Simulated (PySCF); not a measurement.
A PySCF script (with the pyscf-properties extension) for the NMR shieldings of `C(C(=C)C)#CC[SiH3]`, C$_{6}$H$_{10}$Si, on a GFN2-xTB geometry:

```python
import basis_set_exchange as bse
import numpy as np
from pyscf import gto, dft
from pyscf.prop import nmr

atoms = """
C    -2.374483    1.741448    0.283105
C    -1.824650    0.606149   -0.141618
C    -2.620119   -0.627777   -0.455153
C    -0.425252    0.490739   -0.326883
C     0.758282    0.368140   -0.511313
C     2.178302    0.227501   -0.699790
Si    3.083760   -0.017571    0.968884
H    -3.438224    1.834006    0.422279
H    -1.778058    2.610188    0.503066
H    -3.680555   -0.452795   -0.290875
H    -2.295093   -1.454278    0.176475
H    -2.464057   -0.922951   -1.492482
H     2.368462   -0.624912   -1.357008
H     2.563865    1.119602   -1.199992
H     2.889513    1.169765    1.799741
H     2.544991   -1.199932    1.640043
H     4.506318   -0.205830    0.671610
"""
names = dict.fromkeys(["C", "Si", "H"], "pcSseg-1")
basis = {el: gto.basis.parse(bse.get_basis(n, elements=[el], fmt="nwchem")) for el, n in names.items()}
mol = gto.M(atom=atoms, basis=basis, charge=0, verbose=0)
mf = dft.RKS(mol, xc="PBE0")
mf.grids.level = 2
mf.grids.alignment = dft.numint.BLKSIZE   # the property module wants whole blocks of grid points
mf.conv_tol = 1e-9
mf.kernel()

calc = nmr.RKS(mf)   # GIAO
C = mf.mo_coeff
Co = C[:, mf.mo_occ > 0]
resp = mf.gen_response(singlet=True, hermi=2)
def vind(x):   # induced exchange potential for any number of trial vectors
    d = np.einsum("pi,xij,qj->xpq", C, 2 * x.reshape(-1, C.shape[1], Co.shape[1]), Co, optimize=True)
    return np.einsum("xpq,pi,qj->xij", resp(d - d.transpose(0, 2, 1)), C, Co, optimize=True).ravel()
mo1, _ = nmr.rhf.solve_mo1(calc, with_cphf=vind)
sigma = calc.kernel(mo1)
for i, s in enumerate(sigma):   # ppm
    print("%2d %-2s %9.2f" % (i, mol.atom_pure_symbol(i), np.trace(s) / 3))
```

**Question.** What are the results?

**Answer.** 
```
 0 C      59.50
 1 C      51.77
 2 C     159.75
 3 C      99.56
 4 C      89.80
 5 C     185.68
 6 Si    418.70
 7 H      26.25
 8 H      26.20
 9 H      29.92
10 H      29.69
11 H      29.69
12 H      29.72
13 H      29.71
14 H      27.74
15 H      27.78
16 H      27.71
```

These numbers come from an equivalent density-fitted implementation of the same equations, which agrees with the script to about 0.01 ppm for H and up to a few tenths of a ppm for heavy atoms, so last digits may differ.

**Question.** Turn these shieldings into chemical shifts. Chemical shifts δ = σref − σ; 13C (σ = 186.93 ppm), 29Si (σ = 349.16 ppm), 1H (σ = 31.72 ppm) against TMS, all at this level.

**Answer.** Averaging equivalent atoms: C 1: 135.2; C 0: 127.4; C 4: 97.1; C 3: 87.4; C 2: 27.2; C 5: 1.2; Si 6: -69.5; H 8: 5.52; H 7: 5.47; H 14/15/16: 3.97; H 12/13: 2.00; H 9/10/11: 1.95 ppm. 

Size and cost of the density-fitted run: 176 basis functions, 2.1 min wall time (89 s CPU) on 1 thread of an Intel Xeon, shared host; peak memory 0.79 GiB.
